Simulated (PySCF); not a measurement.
Start geometry of `F[C@@H]([GeH3])Br` from a GFN2-xTB structure with every atom displaced at random (by about 0.01 Å) (Å):
```
atom  x, y, z in Å
F1     1.3881   -1.0427    0.9300
C2     0.9400   -0.2459   -0.1102
Ge3   -1.0405    0.0488    0.0036
Br4    1.8212    1.5208    0.0387
H5     1.3266   -0.6921   -1.0403
H6    -1.4154    0.9303   -1.1320
H7    -1.7050   -1.2721   -0.0501
H8    -1.2599    0.7338    1.3077
```

Question: What comes out of this run: PySCF, PBE0-D3(BJ)/def2-SVP geometry optimisation, gas phase?

Answer: 
```
atom  x, y, z in Å
F1     1.201   -1.198    0.957
C2     0.929   -0.329   -0.048
Ge3   -0.991    0.164   -0.033
Br4    2.012    1.282    0.161
H5     1.260   -0.771   -1.000
H6    -1.260    1.088   -1.229
H7    -1.816   -1.129   -0.155
H8    -1.280    0.871    1.296
```

The energy falls by 0.111 eV over 6 energy and gradient evaluations, the largest force component goes from 0.0266 to 3.0e-04 Eh/bohr, and the atoms move by 0.048 Å rms after alignment. The bond that changes most is Ge3–H7 (ends: germanium bonded to C and 3 H; Ge–H hydrogen), which lengthens by 0.059 Å. Bonds longer at the end by more than 0.005 Å: 3 of 7; shorter: 3. Among the angles that change most is Ge3–C2–H5, from 117.0° to 113.4°. Rotational constants go from 4724, 1211, 998.0 to 4901, 1216, 1008 MHz. The orientation of the end geometry is arbitrary; only internal coordinates are fixed.

The run used 112 basis functions and 40 SCF cycles in all.

Whether it is a minimum is left open (no frequencies).
